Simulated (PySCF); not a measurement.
Job file and geometry (Å, from GFN2-xTB) of an NMR shielding run on `C=C[P@@+]1([BH2-]C#N)C(C)=C1[SiH3]`, C6H11BNPSi, GIAO PBE0/pcSseg-1 NMR shielding, non-relativistic, gas phase (PySCF 2.14.0, density-fitted response routines); density fitting, a coarse starting grid and PySCF grid level 2 are the driver's defaults:

```
{"job": {"kind": "nmr", "xc": "PBE0", "basis": "pcSseg-1"}, "charge": 0, "multiplicity": 1}
C     -1.321942    -2.697286     1.376384
C     -0.311701    -1.935047     0.980058
P     -0.601242    -0.303819     0.250582
B     -2.333184     0.552069    -0.077387
C     -1.824139     1.974045    -0.413130
N     -1.395024     3.015677    -0.642219
C      0.942140     0.635764     0.417452
C      1.682529     1.557154     1.284835
C      0.876433     0.064390    -0.775428
Si     1.672626    -0.080117    -2.462661
H     -2.341479    -2.359770     1.278143
H     -1.175232    -3.674340     1.807730
H      0.721041    -2.251045     1.065641
H     -2.841360    -0.004134    -0.997514
H     -2.946755     0.504564     0.940683
H      2.652578     1.789469     0.847043
H      1.109733     2.479735     1.389515
H      1.820893     1.131672     2.278649
H      2.787052     0.866550    -2.499640
H      0.661476     0.211008    -3.473504
H      2.156637    -1.459596    -2.575703
```

Q: Write the output of this run.

A: 
```
coarse grid: 18736 points
cycle   1  E = -944.7907032050  dE =  1.203e+00  |g| = 5.028e-01  |ddm| = 4.327e+00
cycle   2  E = -944.7432117589  dE =  4.749e-02  |g| = 7.085e-01  |ddm| = 1.190e+00
cycle   3  E = -944.8487861344  dE = -1.056e-01  |g| = 2.251e-01  |ddm| = 6.934e-01
cycle   4  E = -944.8605181427  dE = -1.173e-02  |g| = 4.287e-02  |ddm| = 1.878e-01
cycle   5  E = -944.8608024515  dE = -2.843e-04  |g| = 2.312e-02  |ddm| = 5.502e-02
cycle   6  E = -944.8609413658  dE = -1.389e-04  |g| = 4.764e-03  |ddm| = 2.594e-02
cycle   7  E = -944.8609466659  dE = -5.300e-06  |g| = 1.547e-03  |ddm| = 5.897e-03
final grid: 172392 points
cycle   8  E = -944.9191458837  dE = -3.524e-05  |g| = 9.505e-03  |ddm| = 3.446e-02
cycle   9  E = -944.9191278848  dE =  1.800e-05  |g| = 1.269e-02  |ddm| = 2.175e-02
cycle  10  E = -944.9191680179  dE = -4.013e-05  |g| = 2.759e-03  |ddm| = 1.458e-02
cycle  11  E = -944.9191698860  dE = -1.868e-06  |g| = 5.492e-04  |ddm| = 2.565e-03
cycle  12  E = -944.9191699425  dE = -5.654e-08  |g| = 2.146e-04  |ddm| = 5.447e-04
cycle  13  E = -944.9191699514  dE = -8.916e-09  |g| = 7.295e-05  |ddm| = 2.038e-04
cycle  14  E = -944.9191699527  dE = -1.286e-09  |g| = 2.323e-05  |ddm| = 9.774e-05
cycle  15  E = -944.9191699528  dE = -1.260e-10  |g| = 7.025e-06  |ddm| = 3.175e-05
converged SCF energy = -944.9191699528

GIAO shielding tensors (ppm)
atom      isotropic    diamagn.    paramagn.     s11        s22        s33       span
  0 C       42.438     254.507    -212.069    -90.342     46.512    171.143    261.486
  1 C       40.189     263.345    -223.156    -60.773     52.620    128.718    189.491
  2 P      483.295     971.774    -488.479    243.770    276.575    929.539    685.769
  3 B      147.491     190.690     -43.199    138.544    142.695    161.234     22.690
  4 C       54.613     264.194    -209.581    -63.218    -62.005    289.063    352.281
  5 N      -69.767     340.536    -410.303   -259.776   -232.652    283.127    542.903
  6 C       19.697     272.306    -252.609   -128.317     34.524    152.884    281.200
  7 C      169.804     250.211     -80.407    151.955    172.251    185.204     33.249
  8 C       58.098     266.924    -208.826    -71.114     63.780    181.628    252.742
  9 Si     437.378     883.561    -446.183    420.476    435.663    455.996     35.520
 10 H       25.250      31.651      -6.401     20.685     24.317     30.748     10.063
 11 H       25.194      28.216      -3.022     21.570     24.779     29.234      7.664
 12 H       26.052      34.067      -8.015     23.629     24.161     30.366      6.738
 13 H       29.713      29.429       0.284     26.787     28.537     33.816      7.029
 14 H       29.636      29.506       0.130     26.453     28.789     33.666      7.213
 15 H       28.773      30.176      -1.403     23.694     27.823     34.802     11.108
 16 H       28.560      30.961      -2.401     23.729     27.420     34.531     10.802
 17 H       29.073      30.667      -1.594     24.620     27.280     35.318     10.698
 18 H       27.010      30.329      -3.319     23.030     26.184     31.816      8.786
 19 H       27.180      30.586      -3.406     23.391     26.175     31.973      8.582
 20 H       27.287      30.392      -3.105     23.947     25.540     32.373      8.426
```

Size and cost of the density-fitted run: 239 basis functions, roughly 2.8 core-minutes.
